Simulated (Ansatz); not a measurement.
`[F][Cd][F]` + HCl → `[F][Cd][Cl]` + H–F at 298.15 K and 1 bar (ligand exchange at a Cd–F bond).

Isolated molecules relaxed with PBE0-D4/def2-TZVP in Ansatz; ΔE leaves out vibrations. CBS: MP2 limit from def2 TZ/QZ plus the TZ coupled-cluster correction, frozen cores. This one scheme is used for every species. Elements past krypton have def2 core potentials. For Cd outer-core shells are correlated without core-valence functions, which leaves a few kJ/mol of doubt a bond.

| species | CCSD(T)/CBS energy (Eh) | H − E (kJ/mol) | S (J/(mol·K)) |
| --- | --- | --- | --- |
| `[F][Cd][F]` | -367.32284 | 21.8 | 263.5 |
| HCl | -460.38127 | 26.6 | 186.8 |
| `[F][Cd][Cl]` | -727.34376 | 20.9 | 280.6 |
| H–F | -100.39570 | 33.5 | 173.6 |

H − E and S are ideal-gas, rigid-rotor, harmonic terms from PBE0-D4/def2-TZVP. 1 Eh = 2625.50 kJ/mol, R = 8.31446 J/(mol·K).

Q: By hand: ΔE, ΔH, ΔS and ΔG.

A: ΔE = (-727.34376) + (-100.39570) − (-367.32284) − (-460.38127) = -0.03535 Eh = -92.8 kJ/mol. Δ(H − E) = 20.9 + 33.5 − 21.8 − 26.6 = 6.0, so ΔH = -86.8 kJ/mol. ΔS = 280.6 + 173.6 − 263.5 − 186.8 = 3.9 J/(mol·K). ΔG = -86.8 − 298.15 × (3.9)/1000 = -88.0 kJ/mol.

Q: By hand: the equilibrium constant, and the temperature at which ΔG would vanish if ΔH and ΔS stayed fixed.

A: log₁₀ K = −ΔG/(RT ln 10) = 15.4. ΔH and −TΔS have one sign here, so there is no such temperature.

The number of gas molecules stays the same, so ΔS is small and ΔH decides. A doubt of 5 kJ/mol in ΔE shifts log₁₀ K by 0.9 here. These are equilibria of isolated gas molecules and say nothing of rates. Largest T1 diagnostic: 0.018 (customary marks: 0.02 for closed shells, 0.045 for open ones).

ΔS is within the doubt of such terms, so its sign, and with it that verdict, could turn.
